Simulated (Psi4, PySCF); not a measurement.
Psi4 was given this input:
```
memory 2 GB

molecule mol {
0 1
C    -0.003583   -0.007268    1.449531
C    -0.000314   -0.000637    0.127043
H    -0.002796    0.903902    2.023744
H    -0.007186   -0.924151    2.014567
C     0.004712    1.267277   -0.672192
H     0.005227    2.140049   -0.024851
H     0.885835    1.305480   -1.312337
H    -0.873056    1.309725   -1.316663
C    -0.001358   -1.260473   -0.684882
H    -0.005051   -2.139692   -0.046336
H    -0.879304   -1.292232   -1.329725
H     0.879587   -1.296478   -1.325398
}

set {
  basis 6-31g*
  reference rks
  scf_type pk
  puream true
  d_convergence 1e-8
  dft_radial_points 99
  dft_spherical_points 590
}

energy('bhhlyp')
print_variables()
```

Problem. Give the equivalent PySCF input.

Solution. Several could match; the one computed here: 
```python
from pyscf import gto, scf, dft

mol = gto.Mole()
mol.atom = '''
    C    -0.00358310   -0.00726810    1.44953113
    C    -0.00031404   -0.00063701    0.12704302
    H    -0.00279626    0.90390212    2.02374365
    H    -0.00718605   -0.92415062    2.01456675
    C     0.00471228    1.26727735   -0.67219236
    H     0.00522655    2.14004904   -0.02485143
    H     0.88583506    1.30548006   -1.31233657
    H    -0.87305594    1.30972549   -1.31666310
    C    -0.00135772   -1.26047284   -0.68488177
    H    -0.00505058   -2.13969210   -0.04633590
    H    -0.87930414   -1.29223249   -1.32972503
    H     0.87958687   -1.29647792   -1.32539850
'''
mol.basis = '6-31g*'
mol.verbose = 4
mol.build()

mf = dft.RKS(mol)
mf.xc = 'bhandhlyp'
mf.grids.atom_grid = (99, 590)
mf.grids.prune = None
mf.kernel()
```

Both were run: Psi4 gave -157.114628 Eh and PySCF -157.114628 Eh, 0.000 mEh apart.
